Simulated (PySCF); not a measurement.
**Electron correlation in Kr²⁺ (krypton, charge +2)**

[Ar] 3d10 4s2 4p4, high-spin 3P determinant. Computed with PySCF 2.14 in def2-SVP, with no relativity, point nucleus. Frozen: [Ar] 3d10; 6 electrons correlated.

MP2 pair energies summed by pair of shells (mhartree):

| pair | energy | share (%) |
| --- | --- | --- |
| 4p-4p | -39.37 | 49.6 |
| 4s-4p | -34.13 | 43.0 |
| 4s-4s | -5.92 | 7.5 |

Total MP2 correlation energy: -79.41 mhartree.

Same-spin part -19.48 and opposite-spin part -59.93 mhartree; SCS-MP2 scales them by 1/3 and 6/5 to -78.41 mhartree.

| level | correlation energy (mhartree) |
| --- | --- |
| CCSD | -95.99 |
| (T) | -1.08 |
| CCSD(T) | -97.07 |

Diagnostics: T1 = 0.0058, D1 = 0.0198, largest double amplitude 0.053.

Task: Is a single reference adequate?

Result: Yes, within this model without spin-orbit coupling: T1 lies below 0.03 and no double amplitude reaches 0.07.
